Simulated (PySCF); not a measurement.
C₃H₈BF₃O₂Si.
Bonds: C1–O2, O2–B3, B3–O4, O4–C5, B3–Si6, Si6–C7, C7–F8, C7–F9, C7–F10. Hydrogens: H11, H12, H13 on C1; H14, H15, H16 on C5; H17, H18 on Si6.

All values: PBE0/pcSseg-1 (PySCF, non-relativistic), on one gas-phase PBE0-D3(BJ)/def2-SVP geometry that isn't relaxed in the solvent. The solvent is an IEF-PCM continuum (cavity from Bondi-type radii × 1.2). Only the electrostatic response of the medium enters.

Gas phase at PBE0/pcSseg-1: HOMO -8.39 eV, LUMO -0.32 eV, dipole 4.32 D.

**Question.** What does the continuum do to the energy, the frontier levels and the dipole at PBE0/pcSseg-1 in chloroform?

**Answer.** 
| solvent | ε | E(solvent) − E(gas) (kcal/mol) | polarisation term (kcal/mol) | distortion of the solute (kcal/mol) | HOMO (eV) | LUMO (eV) | dipole (D) |
| --- | --- | --- | --- | --- | --- | --- | --- |
| chloroform | 4.711 | -3.49 | -3.82 | 0.33 | -8.30 | -0.23 | 4.88 |

The first energy column is the sum of the next two and covers electrostatics alone.

**Question.** Which radius a makes the point-dipole formula ΔE = −[(ε − 1)/(2ε + 1)]·μ²/a³ give the value in chloroform, with the gas-phase dipole?

**Answer.** μ = 1.700 au and |ΔE| = 0.00557 Eh give a = 3.01 Å; the farthest nucleus lies 4.00 Å from the centroid of the nuclei, so such a sphere wouldn't even hold the nuclei. The formula assumes a rigid point dipole at the centre of a sphere.

**Question.** Which ESP-fitted charges (PBE0/pcSseg-1) respond most in chloroform (means over atoms taken as equivalent)?

**Answer.** 
| atoms | environment | gas (e) | solvent (e) | change |
| --- | --- | --- | --- | --- |
| B3 | three-coordinate boron | +0.580 | +0.606 | +0.026 |
| O2/O4 | boron-bound oxygen | -0.319 | -0.344 | -0.025 |
| H11 (×6) | methyl hydrogen | +0.128 | +0.136 | +0.008 |
| C1/C5 | methoxy carbon | -0.243 | -0.251 | -0.008 |
| F8/F9/F10 | fluorine of a CF3 group | -0.208 | -0.214 | -0.006 |
| H17/H18 | Si–H hydrogen | -0.008 | -0.002 | +0.006 |
| Si6 | SiH2 silicon | -0.151 | -0.155 | -0.004 |
| C7 | CF3 carbon | +0.567 | +0.566 | -0.001 |

**Question.** How do the nuclear quadrupole coupling constants eQVzz/h respond in chloroform?

**Answer.** 
```csv
nucleus,Q (barn),gas (MHz),solvent (MHz),η gas,η solvent
17O at O2,-0.0256,-9.50,-9.38,0.08,0.07
11B at B3,0.04059,2.86,2.85,0.22,0.19
17O at O4,-0.0256,-9.63,-9.42,0.03,0.03
```

On one thread of an Arm Neoverse N1 (shared host), this took 83 s of wall time and 1.2 GiB of memory at its peak. This is the whole shielding run at PBE0/pcSseg-1 in chloroform, SCF included.

Shape of the structure used: `[CH3:1][O:2][B:3]([O:4][CH3:5])[SiH2:6][C:7]([F:8])([F:9])[F:10]`: C1–O2–B3–O4 -1°, O2–B3–O4–C5 178°, O2–B3–Si6–C7 -2°, B3–Si6–C7–F8 -59°.
